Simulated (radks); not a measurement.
Radial electron density D(r) = 4 pi r^2 rho(r) of an atom or ion with 4.5 electrons. Method: Dirac Kohn-Sham, BLYP, spin-unpolarised, spherical densities, point nucleus; computed with a radial shooting solver on a logarithmic mesh with Libxc functionals.

```
   r/bohr * D(r) (the largest magnitude, 5.11, reaches the edge; | marks zero)
    0.021 |   *
  0.02586 |    *
  0.03209 |      *
  0.03951 |         *
  0.04865 |             *
   0.0599 |                  *
  0.07434 |                         *
  0.09153 |                                *
   0.1127 |                                        *
   0.1399 |                                               *
   0.1722 |                                                    *
    0.212 |                                                      *
    0.261 |                                                   *
    0.324 |                                           *
   0.3989 |                                *
   0.4911 |                     *
   0.6095 |             *
   0.7504 |         *
   0.9239 |         *
    1.138 |            *
    1.412 |              *
    1.738 |             *
     2.14 |         *
    2.656 |     *
     3.27 |  *
    4.026 |*
    4.957 *
    6.153 *
    7.575 *
```

What is the nuclear charge?

Answer. Z = 5. The innermost maximum, from 1s, lies near gamma/Z bohr with gamma = sqrt(1 - (Z/c)^2) = 0.999, here 0.2 bohr (found: 0.207), and its height grows with Z. The density is that of the boron ion B0.5+ in [He] 2s2 2p0.5; the configuration itself is not fixed sharply by these data. D(r) has 2 maxima, at r = 0.207, 1.46 bohr, and minima at 0.806 bohr, inside which lie 2.09 electrons.
